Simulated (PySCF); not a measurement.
**Ta²⁺ (tantalum, charge +2): UHF calculation**

Configuration: [Xe] 4f14 5d3, high-spin 4F determinant. All numbers are calculated (PySCF 2.14, scalar relativity through the core potential, in def2-QZVPPD with the def2 core potential (60 electrons)).

- Total energy: -55.563645 hartree
- One-electron energy: -87.4452 hartree
- Hartree (Coulomb) energy: 37.7284 hartree
- Exchange energy: -5.8468 hartree
- ⟨S²⟩: 3.7547
- ⟨L²⟩: 12.046
- Sum of ⟨r⟩: 16.23 bohr
- Sum of ⟨r²⟩: 28.25 bohr²

```tsv
shell	electrons	mean orbital energy (eV)	rms radius, mean of both spins (bohr)
5s α	1	-102.00	1.20
5s β	1	-98.928	1.20
5p α	3	-64.271	1.41
5p β	3	-59.537	1.41
5d α	3	-24.024	2.12
```

Energies and moments cover only the electrons outside the core potential. Spin-orbit coupling, absent here, splits the open shell strongly.
